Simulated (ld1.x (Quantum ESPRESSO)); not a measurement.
## Configuration tests for carbon (RRKJ)

carbon (C), norm-conserving RRKJ (Kleinman–Bylander form), made with ld1.x (Quantum ESPRESSO) 7.5 (PW91, scalar-relativistic). Core [He], reference 2s2 2p2. Waves: 2s (bound): rc 1.15 bohr; 3d channel at -0.15 Ry: rc 2.05 bohr; 2p (bound): rc 1.90 bohr. Local part: the p channel. Core correction: none. rho0 = 0.001.

Energies are relative to the spin-unpolarised reference configuration 2s2 2p2; without spin polarisation the order of configurations can differ from experiment.

Q: Give the all-electron excitation energy and the error of the potential for: 2s2 2p1; 2s2 2p0; 2s1 2p0; 2s0 2p4; 2s1 2p3; 2s1 2p2; 2s2 2p2.3.

A:

| valence configuration | charge | ΔE all-electron (eV) | error AE − PS (meV) |
| --- | --- | --- | --- |
| 2s2 2p1 | +1 | 10.928 | +11 |
| 2s2 2p0 | +2 | 35.161 | +197 |
| 2s1 2p0 | +3 | 83.418 | +498 |
| 2s0 2p4 | 0 | 16.950 | +3.2 |
| 2s1 2p3 | 0 | 8.466 | +0.5 |
| 2s1 2p2 | +1 | 19.666 | -31 |
| 2s2 2p2.3 | -0.3 | -1.174 | -0.3 |

ld1.x printed “convergence not achieved” for 5 of the counted tests; their residual had stalled under 1e-8, short of the target of 1e-14.
